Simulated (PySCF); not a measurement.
Give a PBE0-D3(BJ)/def2-SVP geometry of decacarbon chain (`[C]=C=C=C=C=C=C=C=C=[C]`) [triplet]. (Triplet state.)

```
atom  x, y, z in Å
C1     4.0579    2.8427    2.8948
C2     3.1454    2.1813    2.2485
C3     2.2403    1.5180    1.6010
C4     1.3478    0.8615    0.9602
C5     0.4502    0.2017    0.3166
C6    -0.4436   -0.4554   -0.3244
C7    -1.3430   -1.1141   -0.9667
C8    -2.2372   -1.7693   -1.6062
C9    -3.1424   -2.4321   -2.2542
C10   -4.0505   -3.0964   -2.9037
```

Any rigid rotation of these coordinates is as good. Atoms count from 1 in this order. 

Bonds between heavy atoms (Å): C1=C2 1.299, C2=C3 1.296, C3=C4 1.280, C4=C5 1.287, C5=C6 1.281, C6=C7 1.287, C7=C8 1.280, C8=C9 1.296, C9=C10 1.299.

Computed, not measured: PBE0-D3(BJ)/def2-SVP geometry optimisation, gas phase in PySCF.

Point group: D∞h (tolerance 0.08 Å). No PBE0-D3(BJ)/def2-SVP frequencies stand behind this structure, so it isn't proved a minimum. ⟨S²⟩ = 2.115 (exact for a triplet: 2.00).

The run took 1.8 min of wall time on one thread, Arm Neoverse V2 (aarch64) (shared host), and the process peaked at 0.56 GiB of memory. That covers the optimisation of the geometry.
